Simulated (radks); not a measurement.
The palladium ion Pd2+ inside a hard spherical wall (all orbitals vanish at R), configuration held at [Kr] 4d8 and not refilled when levels cross. All-electron calculation, scalar-relativistic Kohn-Sham, LDA (Slater exchange, Perdew-Wang correlation), spin-polarised, spherical densities, point nucleus; open shells are filled with parallel spins first (spin-orbit coupling, left out, can overturn this in heavy ions). Program: a radial shooting solver on a logarithmic mesh with Libxc functionals. Eigenvalues in eV for spin up, with the zero of energy where the potential of the charges vanishes at infinity; a dash marks a level that is unbound or too diffuse for the functional's potential to be trusted. A positive occupied level is held by the wall or, in an anion where self-interaction has pushed it up, behind a barrier. The pressure on the wall is -dE/dV.

R (bohr) = free: E (hartree) -5040.03754; kinetic (hartree) 5226.481; e(3d) -351.60; e(4s) -111.17; e(4p) -76.867; e(4d) -28.182; e(5s, empty) -20.859; e(5p, empty) -14.401; pressure (GPa) 0
R (bohr) = 15: E (hartree) -5040.03754; kinetic (hartree) 5226.481; e(3d) -351.60; e(4s) -111.17; e(4p) -76.867; e(4d) -28.182; e(5s, empty) -20.859; e(5p, empty) -14.401; pressure (GPa) < 0.0001
R (bohr) = 12: E (hartree) -5040.03754; kinetic (hartree) 5226.481; e(3d) -351.60; e(4s) -111.17; e(4p) -76.867; e(4d) -28.182; e(5s, empty) -20.859; e(5p, empty) -14.401; pressure (GPa) < 0.0001
R (bohr) = 10: E (hartree) -5040.03754; kinetic (hartree) 5226.481; e(3d) -351.60; e(4s) -111.17; e(4p) -76.867; e(4d) -28.182; e(5s, empty) -20.859; e(5p, empty) -14.400; pressure (GPa) < 0.0001
R (bohr) = 8: E (hartree) -5040.03754; kinetic (hartree) 5226.481; e(3d) -351.60; e(4s) -111.17; e(4p) -76.867; e(4d) -28.182; e(5s, empty) -20.857; e(5p, empty) -14.382; pressure (GPa) 0.000210
R (bohr) = 5: E (hartree) -5040.03382; kinetic (hartree) 5226.520; e(3d) -351.43; e(4s) -111.02; e(4p) -76.723; e(4d) -28.046; e(5s, empty) -20.320; e(5p, empty) -12.999; pressure (GPa) 0.827
R (bohr) = 3.5: E (hartree) -5039.91399; kinetic (hartree) 5227.348; e(3d) -348.79; e(4s) -108.82; e(4p) -74.625; e(4d) -25.919; e(5s, empty) -14.087; e(5p, empty) -3.452; pressure (GPa) 54.9
R (bohr) = 2.5: E (hartree) -5038.65914; kinetic (hartree) 5233.903; e(3d) -335.57; e(4s) -98.983; e(4p) -65.017; e(4d) -14.744; e(5s, empty) 17.259; e(5p, empty) 35.511; pressure (GPa) 1330
R (bohr) = 2: E (hartree) -5034.66132; kinetic (hartree) 5252.089; e(3d) -311.25; e(4s) -81.847; e(4p) -47.052; e(4d) 7.308; e(5s, empty) 79.366; e(5p, empty) 105.27; pressure (GPa) 9090
R (bohr) = 1.5: E (hartree) -5014.79922; kinetic (hartree) 5326.914; e(3d) -244.04; e(4s) -26.039; e(4p) 14.230; e(4d) 79.565; e(5s, empty) 278.86; e(5p, empty) 314.58; pressure (GPa) 87000
